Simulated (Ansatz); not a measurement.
Species: HgBr (charge +1, singlet). SMILES: [Br][Hg+]
Geometry: optimised at B3LYP-D3(BJ)/def2-TZVP (Ansatz, a program for electronic structure).

Property: vertical electron affinity (to the doublet state of charge +0; a negative value means that the extra electron is unbound and the number depends on the basis; each state is the SCF solution reached for its spin; for the singlet T1 is 0.026), in eV. Cores are frozen in the correlated levels unless marked. Open shells are spin-unrestricted. Spin-orbit coupling is left out. Frozen are the shells of the preceding noble gas and the d and f shells that filled before the atom's block. In def2 rows, elements after Kr have scalar-relativistic effective core potentials. CBS(X,Y): correlation extrapolated as X^-3; Hartree-Fock from the larger set.

```csv
level,program,vertical electron affinity (eV)
SVWN5/def2-TZVPD,Ansatz,___
PBE/def2-TZVPD,Ansatz,___
B3LYP/def2-TZVPD,Ansatz,___
BHLYP/def2-TZVPD,Ansatz,8.98
CAM-B3LYP/def2-TZVPD,Ansatz,___
wB97M-V/def2-TZVPD,Ansatz,8.93
wB97X-V/def2-TZVPD,Ansatz,8.97
wB97X/def2-TZVPD,Ansatz,8.94
CCSD/def2-SVPD,Ansatz,8.85
CCSD/def2-TZVPPD,Ansatz,8.90
CCSD/def2-QZVPPD,Ansatz,8.97
"CCSD(T)/CBS(def2-TZVPPD,def2-QZVPPD)",Ansatz,9.05
```

What belongs in the gaps?


- SVWN5/def2-TZVPD, vertical electron affinity (eV): 9.27
- PBE/def2-TZVPD, vertical electron affinity (eV): 9.00
- B3LYP/def2-TZVPD, vertical electron affinity (eV): 9.09
- CAM-B3LYP/def2-TZVPD, vertical electron affinity (eV): 9.15
